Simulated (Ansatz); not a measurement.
Cost and result for the atomization energy of C2H8BN (`CBNC`) (12 atoms, 11 bonds).

Cartesian coordinates in Å:
```
C -1.808 -0.791 0.310
B -0.649 0.247 0.104
N 0.665 -0.152 -0.107
C 1.811 0.701 -0.309
H -1.486 -1.836 0.276
H -2.585 -0.654 -0.450
H -2.306 -0.624 1.271
H -0.862 1.432 0.121
H 0.878 -1.138 -0.128
H 1.490 1.741 -0.271
H 2.570 0.550 0.466
H 2.282 0.524 -1.282
```

The species carries charge 0 and has multiplicity 1. All single points use the PBE0-D4/def2-TZVP geometry. It is one conformer, not always the lowest. Program: Ansatz. All runs use 2 threads of a server CPU on a shared host. Times are those of one run each, without the atoms' runs, and a repeat can differ threefold. Electronic energies, without spin–orbit coupling; frozen cores. CCSD(T)/CBS adds CCSD(T) − MP2 in def2-TZVPP to the MP2 limit, and its time is that of the two runs behind it. T1 = 0.011. HSE06 is the plane-wave form, built on full-range PBE exchange.

CCSD(T)/CBS is a level of theory with its own doubt, some kJ/mol a heavy atom from the limit and from the frozen cores, so smaller differences don't rank the functionals.

```
                             level  functions  wall time
              revPBE-D4/def2-TZVPP        236      2.9 s
                PBE0-D4/def2-TZVPP        236      3.4 s
               BHLYP-D4/def2-TZVPP        236      3.5 s
               HSE06-D4/def2-TZVPP        236      3.9 s
           CAM-B3LYP-D4/def2-TZVPP        236      3.9 s
                  CCSD(T)/def2-SVP         96      5.5 s
r2SCAN-D4/def2-TZVPP (with forces)        236      6.5 s
                 B2PLYP/def2-TZVPP        236        7 s
               PBE-QIDH/def2-TZVPP        236        7 s
                ωB97X-V/def2-TZVPP        236       11 s
                    MP2/def2-QZVPP        468       31 s
                CCSD(T)/def2-TZVPP        236    2.3 min
                 CCSD(T)/CBS(def2)          –    2.8 min
```

Q: What atomization energy does each give, and how far from CCSD(T)/CBS? (Estimate.)

A: The calculation gave: 
| level | atomization (kJ/mol) | difference from CCSD(T)/CBS | per bond |
| --- | --- | --- | --- |
| revPBE-D4/def2-TZVPP | 4563.2 | -7.0 | -0.6 |
| PBE0-D4/def2-TZVPP | 4604.9 | 34.7 | 3.2 |
| BHLYP-D4/def2-TZVPP | 4503.8 | -66.4 | -6.0 |
| HSE06-D4/def2-TZVPP | 4608.1 | 37.9 | 3.4 |
| CAM-B3LYP-D4/def2-TZVPP | 4625.1 | 54.9 | 5.0 |
| CCSD(T)/def2-SVP | 4382.0 | -188.2 | -17.1 |
| r2SCAN-D4/def2-TZVPP (with forces) | 4589.0 | 18.8 | 1.7 |
| B2PLYP/def2-TZVPP | 4553.7 | -16.5 | -1.5 |
| PBE-QIDH/def2-TZVPP | 4562.9 | -7.3 | -0.7 |
| ωB97X-V/def2-TZVPP | 4591.3 | 21.1 | 1.9 |
| MP2/def2-QZVPP | 4565.4 | -4.8 | -0.4 |
| CCSD(T)/def2-TZVPP | 4469.0 | -101.2 | -9.2 |
| CCSD(T)/CBS(def2) | 4570.2 | 0.0 | 0.0 |

At CCSD(T), def2-SVP lies −188.2 kJ/mol from the extrapolated value and def2-TZVPP −101.2 kJ/mol: correlation converges slowly with the basis, and small sets miss more of it in the bonded molecule than in its fragments. From r2SCAN to r2SCAN0 (25 % exact exchange), in def2-TZVPP and without D4, the atomization energy moves by −44.5 kJ/mol: exact exchange takes away binding that semilocal exchange gives to molecules. In def2-TZVPP, CCSD(T) changes the Hartree–Fock value by +1019.8 kJ/mol (the triples alone add +50.9 kJ/mol) and MP2 by +1056.4 kJ/mol; breaking electron pairs costs correlation energy, which Hartree–Fock lacks.
